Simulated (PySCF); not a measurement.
An unknown is described by computed data only.

Formula: C6H7NO.

| Quantity | Value |
| --- | --- |
| 1H NMR | chemical shifts (computed TMS as zero) by class: 8.87 (1 H), 7.97 (1 H), 7.37 (1 H), 7.34 (1 H), 5.22 (2 H), 4.38 (1 H) ppm [GIAO PBE0/pcSseg-1] |
| Dipole | 3.90 D [PBE0/pcSseg-1] |
| 13C NMR | chemical shifts (computed TMS as zero) by class: 166.4 (1 C), 154.0 (1 C), 142.5 (1 C), 126.5 (1 C), 125.6 (1 C), 67.0 (1 C) ppm [GIAO PBE0/pcSseg-1] |
| Rotational structure | rotational constants A, B, C: 5.107, 1.599, 1.227 GHz [GFN2-xTB] |
| NMR, other nuclei | isotropic shieldings of nuclei other than C and H, by class: -59 (1 N), 335 (1 O) ppm [GIAO PBE0/pcSseg-1] |

The electronic properties come from PySCF, for the isolated species, density fitting. Levels stand in brackets. Isolated species at its GFN2-xTB geometry (one conformer only). NMR classes are plain means over equivalent atoms (diastereotopic ones count apart unless rotation or inversion swaps them), as if these changed places fast.

**Question.** Give a SMILES that accounts for the data.

**Answer.** Numbering: `[OH:1][CH2:2][c:3]1[cH:4][cH:5][cH:6][cH:7][n:8]1`. Its formula, C6H7NO, gives 4 degrees of unsaturation: 1 ring and 3 π bonds in the structure found (Kekulé form). 6 carbons fall into 6 classes; from least to most shielded: substituted aromatic carbon [C3] (166.4 ppm), aromatic CH next to a ring nitrogen [C7] (154.0 ppm), aromatic CH carbon [C5] (142.5 ppm), aromatic CH carbon [C6] (126.5 ppm), aromatic CH carbon [C4] (125.6 ppm), carbinol carbon (C–OH) [C2] (67.0 ppm). Hydrogen classes from least to most shielded: 1 H on an aromatic CH next to a ring nitrogen, C7 (8.87 ppm), 1 H on an aromatic CH carbon, C5 (7.97 ppm), 1 H on an aromatic CH carbon, C6 (7.37 ppm), 1 H on an aromatic CH carbon, C4 (7.34 ppm), 2 H on a carbinol carbon (C–OH), C2 (5.22 ppm), 1 H on an alcohol oxygen, O1 (4.38 ppm). The other shieldings belong to: -59 ppm, pyridine-type nitrogen [N8]; 335 ppm, alcohol oxygen [O1]. The optimised geometry has point group Cs and is an asymmetric top. Structure: `OCc1ccccn1`. Computed isomers that give other values at the same levels: `CC(=O)c1cc[nH]c1` (13C chemical shifts (computed TMS as zero) by class: 195.6 (1 C), 131.1 (1 C), 126.1 (1 C), 120.3 (1 C), 115.4 (1 C), 30.3 (1 C) ppm); `Cc1cccc[n+]1[O-]` (13C chemical shifts (computed TMS as zero) by class: 154.9 (1 C), 144.0 (1 C), 131.8 (1 C), 129.9 (1 C), 124.4 (1 C), 21.7 (1 C) ppm); `C#CCN(C=C)C=O` (13C chemical shifts (computed TMS as zero) by class: 163.5 (1 C), 137.9 (1 C), 99.8 (1 C), 82.9 (1 C), 79.7 (1 C), 30.9 (1 C) ppm). The assignments are read from this structure; whether some other isomer fits the data as well wasn't checked.

Conformer computed: `[OH:1][CH2:2][c:3]1[cH:4][cH:5][cH:6][cH:7][n:8]1`: O1–C2–C3–C4 180°, H–O1–C2–C3 0°.
